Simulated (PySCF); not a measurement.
Vertical excitations of a molecule C3H10BNO from TDA-PBE0/def2-SVPD (PySCF 2.14.0), as energy in eV (oscillator strength): 6.11 (0.005), 7.05 (0.037), 7.35 (0.055), 7.73 (0.029), 7.84 (0.022), 7.92 (0.034). Lowest triplet (TDA): 5.97 eV. Coordinates come from a B3LYP-D3(BJ)/def2-SVP optimisation. The values are those of a single conformer.

Q: Which molecule gave these data?
(A) COCB(C)N
(B) CNB(C)OC
(C) CCNB(C)O
(D) CC(C)NBO

A: C, CCNB(C)O
